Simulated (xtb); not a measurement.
xtb input for GaCl2I, SMILES [Cl][Ga]([Cl])[I], GFN2-xTB. 

```
$ xtb mol.xyz --gfn 2 --sp --chrg 0 --uhf 0 --json
$ cat mol.xyz
4

Ga    -0.00000000     0.00000000     0.84097117
Cl     0.00000000     1.83204243     1.82395993
Cl     0.00000000    -1.83204243     1.82395993
I      0.00000000    -0.00000000    -1.66197630
```

Program output:

```
[banner left out]
          |                Calculation Setup                |
           -------------------------------------------------



           -------------------------------------------------
          |                 G F N 2 - x T B                 |
           -------------------------------------------------

        Reference                      10.1021/acs.jctc.8b01176
      * Hamiltonian:
        H0-scaling (s, p, d)           1.850000    2.230000    2.230000
        zeta-weighting                 0.500000
      * Dispersion:
        s8                             2.700000
        a1                             0.520000
        a2                             5.000000
        s9                             5.000000
      * Repulsion:
        kExp                           1.500000    1.000000
        rExp                           1.000000
      * Coulomb:
        alpha                          2.000000
        third order                    shell-resolved
        anisotropic                    true
        a3                             3.000000
        a5                             4.000000
        cn-shift                       1.200000
        cn-exp                         4.000000
        max-rad                        5.000000


          ...................................................
          :                      SETUP                      :
          :.................................................:
          :  # basis functions                  40          :
          :  # atomic orbitals                  36          :
          :  # shells                           12          :
          :  # electrons                        24          :
          :  max. iterations                   250          :
          :  Hamiltonian                  GFN2-xTB          :
          :  restarted?                      false          :
          :  GBSA solvation                  false          :
          :  PC potential                    false          :
          :  electronic temp.          300.0000000     K    :
          :  accuracy                    1.0000000          :
          :  -> integral cutoff          0.2500000E+02      :
          :  -> integral neglect         0.1000000E-07      :
          :  -> SCF convergence          0.1000000E-05 Eh   :
          :  -> wf. convergence          0.1000000E-03 e    :
          :  Broyden damping             0.4000000          :
          :  net charge                          0          :
          :  unpaired electrons                  0          :
          ...................................................

 iter      E             dE          RMSdq      gap      omega  full diag
   1    -14.3121571 -0.143122E+02  0.258E+01    3.85       0.0  T
   2    -14.3264909 -0.143338E-01  0.156E+01    3.83       1.0  T
   3    -14.3290623 -0.257136E-02  0.307E+00    3.78       1.0  T
   4    -14.3302060 -0.114374E-02  0.203E+00    3.81       1.0  T
   5    -14.3293347  0.871333E-03  0.143E+00    3.74       1.0  T
   6    -14.3294495 -0.114806E-03  0.138E+00    3.74       1.0  T
   7    -14.3306223 -0.117282E-02  0.422E-01    3.90       1.0  T
   8    -14.3309726 -0.350320E-03  0.360E-01    3.83       1.0  T
   9    -14.3311431 -0.170541E-03  0.845E-02    3.86       1.0  T
  10    -14.3311520 -0.889920E-05  0.341E-02    3.86       1.5  T
  11    -14.3311524 -0.316291E-06  0.290E-02    3.87       1.7  T
  12    -14.3311531 -0.766783E-06  0.226E-03    3.87      22.1  T
  13    -14.3311531 -0.103025E-07  0.107E-03    3.87      46.6  T
  14    -14.3311531 -0.726157E-10  0.369E-04    3.87     135.6  T
  15    -14.3311531 -0.378515E-09  0.113E-04    3.87     440.9  T

   *** convergence criteria satisfied after 15 iterations ***

         #    Occupation            Energy/Eh            Energy/eV
      -------------------------------------------------------------
         1        2.0000           -1.0959064             -29.8211
       ...           ...                  ...                  ...
         6        2.0000           -0.4933963             -13.4260
         7        2.0000           -0.4828958             -13.1403
         8        2.0000           -0.4818600             -13.1121
         9        2.0000           -0.4711506             -12.8207
        10        2.0000           -0.4707827             -12.8106
        11        2.0000           -0.4665845             -12.6964
        12        2.0000           -0.4571733             -12.4403 (HOMO)
        13                         -0.3150349              -8.5725 (LUMO)
        14                         -0.1681606              -4.5759
        15                         -0.0644768              -1.7545
        16                         -0.0546189              -1.4863
        17                         -0.0337119              -0.9173
       ...                                ...                  ...
        36                          2.1888602              59.5619
      -------------------------------------------------------------
                  HL-Gap            0.1421385 Eh            3.8678 eV
             Fermi-level           -0.3861041 Eh          -10.5064 eV

 SCC (total)                   0 d,  0 h,  0 min,  0.012 sec
 SCC setup                      ...        0 min,  0.000 sec (  0.811%)
 Dispersion                     ...        0 min,  0.000 sec (  0.230%)
 classical contributions        ...        0 min,  0.000 sec (  0.120%)
 integral evaluation            ...        0 min,  0.002 sec ( 15.639%)
 iterations                     ...        0 min,  0.006 sec ( 52.987%)
 molecular gradient             ...        0 min,  0.003 sec ( 29.428%)
 printout                       ...        0 min,  0.000 sec (  0.675%)

         :::::::::::::::::::::::::::::::::::::::::::::::::::::
         ::                     SUMMARY                     ::
         :::::::::::::::::::::::::::::::::::::::::::::::::::::
         :: total energy             -14.315492231137 Eh    ::
         :: gradient norm              0.000084054049 Eh/a0 ::
         :: HOMO-LUMO gap              3.867784127653 eV    ::
         ::.................................................::
         :: SCC energy               -14.331151504459 Eh    ::
         :: -> isotropic ES            0.009333053321 Eh    ::
         :: -> anisotropic ES         -0.003804779538 Eh    ::
         :: -> anisotropic XC         -0.018155726864 Eh    ::
         :: -> dispersion             -0.004473753949 Eh    ::
         :: repulsion energy           0.015659273322 Eh    ::
         :: add. restraining           0.000000000000 Eh    ::
         :: total charge              -0.000000000000 e     ::
         :::::::::::::::::::::::::::::::::::::::::::::::::::::

           -------------------------------------------------
          |                Property Printout                |
           -------------------------------------------------

    * Orbital Energies and Occupations

         #    Occupation            Energy/Eh            Energy/eV
      -------------------------------------------------------------
         1        2.0000           -1.0959064             -29.8211
         2        2.0000           -1.0944877             -29.7825
         3        2.0000           -0.7808596             -21.2483
         4        2.0000           -0.6083618             -16.5544
         5        2.0000           -0.4957175             -13.4892
         6        2.0000           -0.4933963             -13.4260
         7        2.0000           -0.4828958             -13.1403
         8        2.0000           -0.4818600             -13.1121
         9        2.0000           -0.4711506             -12.8207
Note: The following floating-point exceptions are signalling: IEEE_UNDERFLOW_FLAG IEEE_DENORMAL
normal termination of xtb
        10        2.0000           -0.4707827             -12.8106
        11        2.0000           -0.4665845             -12.6964
        12        2.0000           -0.4571733             -12.4403 (HOMO)
        13                         -0.3150349              -8.5725 (LUMO)
        14                         -0.1681606              -4.5759
        15                         -0.0644768              -1.7545
        16                         -0.0546189              -1.4863
        17                         -0.0337119              -0.9173
        18                         -0.0323715              -0.8809
        19                         -0.0258388              -0.7031
        20                         -0.0208013              -0.5660
        21                         -0.0200696              -0.5461
        22                         -0.0194125              -0.5282
        23                         -0.0186039              -0.5062
       ...                                ...                  ...
        36                          2.1888602              59.5619
      -------------------------------------------------------------
                  HL-Gap            0.1421385 Eh            3.8678 eV
             Fermi-level           -0.3861041 Eh          -10.5064 eV

     #   Z          covCN         q      C6AA      α(0)
     1  31 Ga       2.441    -0.018   219.277    33.208
     2  17 Cl       0.795    -0.014    99.486    15.258
     3  17 Cl       0.795    -0.014    99.486    15.258
     4  53 I        0.858     0.045   368.410    33.135

 Mol. C6AA /au·bohr⁶  :       2861.944381
 Mol. C8AA /au·bohr⁸  :     216951.124930
 Mol. α(0) /au        :         96.858551


Wiberg/Mayer (AO) data.
largest (>0.10) Wiberg bond orders for each atom

 ---------------------------------------------------------------------------
     #   Z sym  total        # sym  WBO       # sym  WBO       # sym  WBO
 ---------------------------------------------------------------------------
     1  31 Ga   3.888 --     2 Cl   1.330     3 Cl   1.330     4 I    1.228
     2  17 Cl   1.614 --     1 Ga   1.330     3 Cl   0.143     4 I    0.141
     3  17 Cl   1.614 --     1 Ga   1.330     2 Cl   0.143     4 I    0.141
     4  53 I    1.510 --     1 Ga   1.228     2 Cl   0.141     3 Cl   0.141
 ---------------------------------------------------------------------------

Topologies differ in total number of bonds
Writing topology from bond orders to xtbtopo.mol

molecular dipole:
                 x           y           z       tot (Debye)
 q only:        0.000       0.000      -0.265
   full:        0.000       0.000       1.897       4.821
molecular quadrupole (traceless):
                xx          xy          yy          xz          yz          zz
 q only:        0.123       0.000      -0.365       0.000       0.000       0.242
  q+dip:        2.962       0.000       5.812      -0.000       0.000      -8.773
   full:        6.465       0.000       3.510      -0.000       0.000      -9.975


           -------------------------------------------------
          | TOTAL ENERGY              -14.315492231137 Eh   |
          | GRADIENT NORM               0.000084054049 Eh/α |
          | HOMO-LUMO GAP               3.867784127653 eV   |
           -------------------------------------------------

------------------------------------------------------------------------
------------------------------------------------------------------------
 total:
 SCF:
```

Self-consistency was reached.
